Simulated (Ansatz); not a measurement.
Start from `[OH][InH][CH2]Br` and change one atom or group to get `C[CH2][InH][OH]`.

Ansatz, PBE0-D4/def2-TZVP geometries, multiplicity 1. Each molecule was computed in one conformer, which needn't be the lowest.

Elements past krypton have def2 core potentials. Scalar relativity is left out up to krypton. Spin–orbit coupling is left out; it splits and shifts lone-pair levels of the heavy atoms by tenths of an eV.

```
                                        property  `[OH][InH][CH2]Br`
  size of the dipole moment (PBE/def2-TZVPP) / D                2.27
  zero-point energy (PBE0-D4/def2-TZVP) / kJ/mol               120.9
           HOMO energy (ωB97M-V/def2-TZVPP) / eV               -9.57
size of the dipole moment (B3LYP/def2-TZVPP) / D                2.43
           HOMO–LUMO gap (B3LYP/def2-TZVPP) / eV                5.48
             HOMO–LUMO gap (PBE/def2-TZVPP) / eV                4.01
```

Task: Give the same properties after the change, and the shifts. (Estimate.)

Result: Ansatz gave: 
```csv
property,`C[CH2][InH][OH]`,shift
size of the dipole moment (PBE/def2-TZVPP) / D,2.62,0.35
zero-point energy (PBE0-D4/def2-TZVP) / kJ/mol,219.1,98.2
HOMO energy (ωB97M-V/def2-TZVPP) / eV,-9.48,0.09
size of the dipole moment (B3LYP/def2-TZVPP) / D,2.76,0.33
HOMO–LUMO gap (B3LYP/def2-TZVPP) / eV,5.72,0.24
HOMO–LUMO gap (PBE/def2-TZVPP) / eV,4.29,0.28
```

With PBE0 the HOMO rises by 0.11 eV and the LUMO rises by 0.33 eV, so the gap widens by about 0.22 eV. PBE moves the HOMO by 0.10 eV and ωB97M-V by 0.09 eV. The zero-point energy changes by 98.2 kJ/mol with +9 modes. Dipoles are sizes alone; their direction can turn.

Positive LUMOs are unbound, so they and the gaps depend on the basis.

B3LYP here is the variant with VWN-RPA as its local correlation; programs differ in this.
